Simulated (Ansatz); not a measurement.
One change: `[SiH3]/N=C\[SeH]` becomes `O/C=N/[SiH3]`.

Ansatz, PBE0-D4/def2-TZVP geometries, multiplicity 1. Each molecule was computed in one conformer, which needn't be the lowest.

Scalar relativity is left out up to krypton.

| property | `[SiH3]/N=C\[SeH]` |
| --- | --- |
| HOMO–LUMO gap (B3LYP/def2-TZVPP) / eV | 5.74 |
| HOMO energy (PBE/def2-TZVPP) / eV | -5.91 |
| LUMO energy (PBE/def2-TZVPP) / eV | -1.98 |
| HOMO energy (B3LYP/def2-TZVPP) / eV | -6.94 |
| LUMO energy (B3LYP/def2-TZVPP) / eV | -1.20 |
| HOMO energy (PBE0/def2-TZVPP) / eV | -7.16 |

(1) What does the change do to each property? (Estimate.)

Results:

(1) Ansatz gave: 
```tsv
property	`O/C=N/[SiH3]`	shift
HOMO–LUMO gap (B3LYP/def2-TZVPP) / eV	7.19	1.45
HOMO energy (PBE/def2-TZVPP) / eV	-6.39	-0.48
LUMO energy (PBE/def2-TZVPP) / eV	-1.22	0.76
HOMO energy (B3LYP/def2-TZVPP) / eV	-7.58	-0.64
LUMO energy (B3LYP/def2-TZVPP) / eV	-0.39	0.81
HOMO energy (PBE0/def2-TZVPP) / eV	-7.80	-0.64
```

With PBE0 the HOMO falls by 0.64 eV and the LUMO rises by 0.88 eV, so the gap widens by about 1.52 eV. PBE moves the HOMO by -0.48 eV and ωB97M-V by -0.81 eV.

B3LYP here is the variant with VWN-RPA as its local correlation; programs differ in this.

Spin–orbit coupling is left out; it splits and shifts lone-pair levels of the heavy atoms by tenths of an eV.
